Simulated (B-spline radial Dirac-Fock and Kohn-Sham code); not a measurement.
Co⁴⁺ 3d3/2: cross section and angular parameters

System: Co⁴⁺, [Ar] 3d5; threshold 75.42 eV (orbital energy of the model). Level of theory: Dirac-Hartree-Slater photoionisation with a Latter tail; cross sections with all multipoles, angular parameters from the dipole term and its interference with E2; a radial finite-basis atomic code.

For linearly polarised light dσ/dΩ = σ/(4π) [1 + β P₂(cos θ) + (δ + γ cos²θ) sin θ cos φ], with θ from the polarisation vector and φ the angle between the beam and the projection of the electron momentum on the plane normal to the polarisation.

| hν (eV) | σ (kb) | β | γ | δ |
| --- | --- | --- | --- | --- |
| 134 | 1370 | 0.838 | 0.007 | 0.016 |
| 146 | ? | ? | ? | ? |
| 156 | 1020 | 0.951 | 0.018 | 0.018 |
| 200 | 587 | 1.095 | 0.041 | 0.022 |
| 300 | 213 | 1.226 | 0.110 | 0.030 |
| 313 | 190 | 1.232 | 0.119 | 0.031 |
| 421 | 81.8 | 1.245 | 0.187 | 0.037 |
| 450 | 67.2 | 1.242 | 0.205 | 0.039 |
| 713 | 16.2 | 1.170 | 0.342 | 0.054 |
| 731 | 15.0 | 1.163 | 0.350 | 0.055 |
| 759 | 13.3 | 1.153 | 0.363 | 0.057 |
| 800 | 11.2 | 1.138 | 0.380 | 0.060 |
| 1486.9 | 1.31 | 0.917 | 0.581 | 0.104 |
| 1590 | 1.03 | 0.891 | 0.602 | 0.111 |
| 1640 | 0.916 | 0.879 | 0.611 | 0.114 |
| 2780 | 0.125 | 0.679 | 0.767 | 0.186 |
| 2820 | 0.118 | 0.674 | 0.771 | 0.188 |
| 2984.4 | 0.0946 | 0.654 | 0.787 | 0.198 |
| 3270 | 0.0659 | 0.623 | 0.812 | 0.214 |
| 5310 | 0.00913 | 0.467 | 0.925 | 0.324 |
| 6610 | 0.00362 | 0.402 | 0.960 | 0.386 |
| 8560 | 0.00119 | 0.334 | 0.979 | 0.472 |
| 8950 | 0.000982 | 0.323 | 0.980 | 0.488 |
| 9680 | 0.000697 | 0.306 | 0.980 | 0.517 |
| 12000 | 0.000272 | 0.265 | 0.981 | 0.601 |
| 13000 | 0.000191 | 0.252 | 0.981 | 0.635 |

**Question.** Give the values at 146 eV.

**Answer.** σ = 1170 kb, β = 0.905, γ = 0.012, δ = 0.017.

Values without a named source are computed, but for edge energies of neutral atoms, which are taken from tables.
